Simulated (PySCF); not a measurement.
Compound: C8H12 (charge -1 and doublet state).
Numbering: `[CH3:1][CH2:2][CH-:3][C:4]1[CH:5]=[CH:6][C@H:7]1[CH3:8]` (hydrogens: H9, H10, H11 on C1; H12, H13 on C2; H14 on C3; H15 on C5; H16 on C6; H17 on C7; H18, H19, H20 on C8)

Structure used (GFN2-xTB), in Å, numbered top down from 1:
```xyz
20
C8H12 angstrom
C      2.222    0.046   -1.548
C      1.682   -0.849   -0.414
C      1.153   -0.074    0.747
C     -0.183    0.135    0.989
C     -0.972    0.806    1.936
C     -2.197    0.269    1.467
C     -1.452   -0.392    0.310
C     -1.736    0.178   -1.076
H      1.430    0.699   -1.909
H      3.034    0.673   -1.178
H      2.599   -0.546   -2.388
H      0.887   -1.480   -0.822
H      2.505   -1.516   -0.103
H      1.890    0.434    1.364
H     -0.716    1.414    2.798
H     -3.184    0.723    1.418
H     -1.531   -1.491    0.270
H     -1.614    1.261   -1.060
H     -2.761   -0.047   -1.386
H     -1.058   -0.233   -1.827
```

The hyperfine couplings belong to this conformer and change with its torsions.

Method used: PySCF, UKS B3LYP, pcH-1 on C H, non-relativistic, mean-field spin-orbit, GIAO. Whether the extra electron is bound in the gas phase wasn't checked; a finite basis holds it in any case. A GFN2-xTB geometry isn't a minimum of the functional, and hyperfine couplings can be far from their values at a DFT geometry, by a factor of two or more for some ions and for spin on atoms past the first row. No stability test was run, so a lower SCF solution isn't excluded.

Problem. The isotropic 13C couplings are +112.6, +65.9, +23.9, -12.5, -7.0, -4.9, +3.6 MHz. Assign them to C1; C2; C3; C4; C6; C7; C8.

Solution. 
```csv
site,a_iso (MHz),ρ(0) (bohr⁻³),position,distance from C6 (Å),spin population,largest |T| (MHz)
C1,+65.9,+0.0586,5 bonds from C6,5.35,+0.01,1.8
C2,-12.5,-0.0111,4 bonds from C6,4.45,-0.02,1.0
C3,+23.9,+0.0213,3 bonds from C6,3.44,+0.31,48.5
C4,-4.9,-0.0044,2 bonds from C6,2.07,+0.03,10.9
C6,+112.6,+0.1002,largest spin population,0.00,+0.55,84.0
C7,-7.0,-0.0062,1 bond from C6,1.53,-0.03,1.1
C8,+3.6,+0.0032,2 bonds from C6,2.59,0.00,0.8
```

ρ(0) is the spin density at the nucleus and T the dipolar tensor; entries for several nuclei are means. Largest spin populations (Mulliken): C6 (+0.55), C3 (+0.31) and C5 (+0.13). The angles at C6 add up to 345.6°, so it is pyramidal.

The spin density at the nucleus, in bohr⁻³, is negative for C2 (-0.0111), C7 (-0.0062) and C4 (-0.0044), for instance. A restricted open-shell determinant has no negative spin density anywhere; here it arises because α and β orbitals differ (spin polarisation).

Means are taken over nuclei equivalent by connectivity, which assumes that they swap fast. The three 1H nuclei of mean +0.5 MHz run from -1.5 to 3.9 MHz in the frozen geometry.

C4, the radical centre as drawn in `CC[CH-][C]1C=C[C@H]1C`, holds a spin population of +0.03 out of 1.

Hardware: Arm Neoverse V2, one thread, shared host with 96 logical CPUs at a one-minute load of 69. Cost: 90 s wall (grids of density and orbitals included), 1.1 GiB resident at most.
